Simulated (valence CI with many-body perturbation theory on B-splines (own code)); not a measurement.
Results of a calculation; reference values are marked as such.
## I XLVII: magnetic and hyperfine properties of the levels

Method: configuration interaction combined with many-body perturbation theory (CI+MBPT): five valence electrons over a frozen Dirac-Fock core [He], a basis of 11 s, 11 p, 10 d, 8 f, 5 g, 2 h functions for each j, with the one-electron correlation potential Σ1 (screened to all orders), the two-electron term Σ2, the three-electron term Σ3, Breit, model QED; selected single and double excitations, second order for the rest, scaled by the run's own slope (own B-spline code, finite nucleus).

No measured spectrum was set against this ion. As an estimate, large intervals hold to a few tenths of a per cent, small ones and those within an open d or f shell to about a per cent. Among the levels kept, up to 7200 cm⁻¹ of a level comes from second order outside the variational space, and about a tenth of that is noise between levels of different J, which matters for small intervals.

A/g_I is the dipole constant over the nuclear g factor μ/I (μ in nuclear magnetons, uniformly magnetised nucleus), B/Q the quadrupole constant per barn. Both hold the static response of the core; the bare values leave it out. Large factors of s and p1/2 electrons are usually good to 5 to 10 %; those of open d and f shells near neutrality can be off by tens of per cent, and small factors of p3/2, d and f electrons come from cancelling terms and can be off by a factor of two or in sign, in half-filled shells by more. B is blank for J = 1/2, where it vanishes, and for nearly pure S terms. Energies count from the lowest level.

Levels are named by their leading jj configuration (3d3/2^4 stands for four electrons in 3d with j = 3/2), which in mixed levels can hold well under half, so a name can repeat and another be missing. Letters in brackets count levels of one name in rising energy.

| Level | E (eV) | g | A/g_I (MHz) | A/g_I bare | B/Q (MHz/b) | B/Q bare |
| --- | --- | --- | --- | --- | --- | --- |
| (2s^2 2p1/2^2 2p3/2) J=3/2 | 0.0 | 1.363 | 267000 | 276000 | 493000 | 494000 |
| (2s^2 2p1/2 2p3/2^2) J=3/2 | 295.4 | 1.438 | -27400 | -16100 | 72800 | 73000 |
| (2s^2 2p1/2 2p3/2^2) J=5/2 | 315.2 | 1.181 | 595000 | 599000 | -2230 | -2230 |
| (2s^2 2p1/2 2p3/2^2) J=1/2 | 345.5 | 0.642 | 1850000 | 1840000 |  |  |
| (2s 2p1/2^2 2p3/2^2) J=5/2 | 507.9 | 1.484 | 1360000 | 1350000 | 156000 | 156000 |
| (2s 2p1/2^2 2p3/2^2) J=1/2 | 574.8 | 2.107 | 5600000 | 5530000 |  |  |
| (2s 2p1/2^2 2p3/2^2) J=3/2 | 576.3 | 1.206 | -768000 | -739000 | -145000 | -145000 |
| (2s^2 2p3/2^3) J=3/2 | 642.1 | 1.282 | 291000 | 298000 | -568000 | -569000 |
| (2s 2p1/2 2p3/2^3) J=3/2 [a] | 823.4 | 1.549 | 1320000 | 1320000 | -415000 | -416000 |
| (2s 2p1/2 2p3/2^3) J=5/2 | 855.3 | 1.280 | 1690000 | 1680000 | -691000 | -693000 |
| (2s 2p1/2 2p3/2^3) J=1/2 | 890.8 | 1.425 | -1820000 | -1780000 |  |  |
| (2s 2p1/2 2p3/2^3) J=3/2 [b] | 902.1 | 1.061 | 108000 | 122000 | -83600 | -83800 |
| (2p1/2^2 2p3/2^3) J=3/2 | 1137.0 | 1.316 | 265000 | 279000 | -530000 | -531000 |
| (2s 2p3/2^4) J=1/2 | 1203.7 | 1.747 | 5650000 | 5570000 |  |  |
| (2p1/2 2p3/2^4) J=1/2 | 1452.9 | 0.642 | 1860000 | 1840000 |  |  |
| (2s^2 2p1/2^2 3s) J=1/2 | 4395.6 | 2.019 | 1620000 | 1600000 |  |  |
| (2s^2 2p1/2^2 3p1/2) J=1/2 | 4459.8 | 0.657 | 528000 | 525000 |  |  |
| (2s^2 2p1/2^2 3p3/2) J=3/2 | 4559.7 | 1.332 | 79400 | 82100 | 140000 | 141000 |
| (2s^2 2p1/2^2 3d3/2) J=3/2 | 4622.4 | 0.785 | 46500 | 46300 | 22100 | 22400 |
| (2s^2 2p1/2^2 3d5/2) J=5/2 | 4655.7 | 1.198 | 20200 | 20300 | 14900 | 15200 |
| (2s^2 2p1/2 2p3/2 3s) J=3/2 [a] | 4696.9 | 1.670 | 413000 | 417000 | 339000 | 340000 |
| (2s^2 2p1/2 2p3/2 3s) J=1/2 | 4703.9 | 1.298 | -682000 | -659000 |  |  |
| (2s^2 2p1/2 2p3/2 3s) J=5/2 | 4713.6 | 1.335 | 860000 | 860000 | 451000 | 452000 |
| (2s^2 2p1/2 2p3/2 3s) J=3/2 [b] | 4717.8 | 0.985 | 543000 | 550000 | 280000 | 281000 |
| (2s^2 2p1/2 2p3/2 3p1/2) J=1/2 | 4760.6 | 1.717 | -321000 | -303000 |  |  |
| (2s^2 2p1/2 2p3/2 3p1/2) J=3/2 [a] | 4766.1 | 1.143 | 401000 | 405000 | 93800 | 94100 |
| (2s^2 2p1/2 2p3/2 3p1/2) J=5/2 | 4777.9 | 1.080 | 648000 | 650000 | 447000 | 448000 |
| (2s^2 2p1/2 2p3/2 3p1/2) J=3/2 [b] | 4801.7 | 1.345 | 411000 | 419000 | 487000 | 488000 |
| (2s^2 2p1/2 2p3/2 3p3/2) J=5/2 [a] | 4849.6 | 1.447 | 177000 | 182000 | 576000 | 577000 |
| (2s^2 2p1/2 2p3/2 3p3/2) J=1/2 [a] | 4856.9 | 1.633 | -444000 | -433000 |  |  |
| (2s^2 2p1/2 2p3/2 3p3/2) J=3/2 [a] | 4862.8 | 1.173 | 555000 | 555000 | -335000 | -335000 |
| (2s^2 2p1/2 2p3/2 3p3/2) J=7/2 | 4869.5 | 1.239 | 419000 | 422000 | 605000 | 606000 |
| (2s^2 2p1/2 2p3/2 3p3/2) J=3/2 [b] | 4873.4 | 1.401 | 338000 | 342000 | 105000 | 105000 |
| (2s 2p1/2^2 2p3/2 3s) J=5/2 | 4880.3 | 1.438 | 1060000 | 1050000 | 212000 | 212000 |
| (2s^2 2p1/2 2p3/2 3p3/2) J=5/2 [b] | 4892.1 | 1.381 | 851000 | 849000 | 279000 | 280000 |
| (2s^2 2p1/2 2p3/2 3p3/2) J=1/2 [b] | 4898.9 | 0.660 | 1720000 | 1720000 |  |  |
| (2s 2p1/2^2 2p3/2 3s) J=3/2 [a] | 4904.6 | 1.494 | 1480000 | 1470000 | 283000 | 283000 |
| (2s^2 2p1/2 2p3/2 3d3/2) J=3/2 [a] | 4924.7 | 0.939 | 122000 | 124000 | -254000 | -254000 |
| (2s^2 2p1/2 2p3/2 3d3/2) J=5/2 [a] | 4926.6 | 0.979 | 292000 | 294000 | -39000 | -38900 |
| (2s^2 2p1/2 2p3/2 3d3/2) J=1/2 [a] | 4928.4 | 0.234 | 408000 | 397000 |  |  |

Q: Take the isotope of mass number 129, with I = 7/2, μ = 2.6165 μN and Q = -0.483 b. What is the hyperfine structure of (2s^2 2p1/2^2 2p3/2) J=3/2?

A: From the table A = 200000 MHz, B = -238000 MHz. Shifts from the centre of gravity in MHz: F = 2: -1480000, F = 3: -708000, F = 4: 160000, F = 5: 990000.
